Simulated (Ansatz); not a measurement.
The same path of H3NZn (5 atoms, charge 0, multiplicity 1) was run 3 times with different band settings. The coordinate that changes most is the height of N1 over the plane of its neighbours.

Theory: Ansatz 0.2.0, RKS PBE-D4/def2-TZVP.

Relaxed end points:

```xyz
5
Properties=species:S:1:pos:R:3
N -0.116 -0.860 -0.097
Zn 0.343 0.911 -0.097
H -1.057 -1.095 -0.414
H 0.064 -1.386 0.758
H 0.816 2.356 -0.190
```

```xyz
5
Properties=species:S:1:pos:R:3
N -0.410 -0.728 0.216
Zn 0.331 0.917 -0.084
H -0.927 -1.154 -0.553
H 0.193 -1.445 0.619
H 0.862 2.336 -0.240
```

Common settings: climbing image yes; spring 5.0 eV/Å²; optimiser quadratic models (default); start path through a guess of the saddle point; iteration limit 60; end points relaxed.

| run | movable images | force threshold |
| --- | --- | --- |
| 1 | 5 | 0.03 eV/Å |
| 2 | 2 | 0.03 eV/Å |
| 3 | 5 | 0.2 eV/Å |

Task: What does each run give, and how far can it be trusted?

Result: Run 1: converged after 10 iterations, highest image 0.020 eV above the first end. A vibrational analysis at the climbing image gives one clearly imaginary mode, 293i cm⁻¹: a first-order saddle point.
Run 2: converged after 10 iterations, highest image 0.020 eV above the first end. Another band between the same ends (5 images) ends at a top of the same energy, where a vibrational analysis finds 1 clearly imaginary mode. So few images can step over the top or miss a turn of the path.
Run 3: converged after 9 iterations, highest image 0.020 eV above the first end. The threshold of 0.2 eV/Å is loose, so the images may lie well off the minimum-energy path. Another band between the same ends (5 images) ends at a top of the same energy, where a vibrational analysis finds 1 clearly imaginary mode.
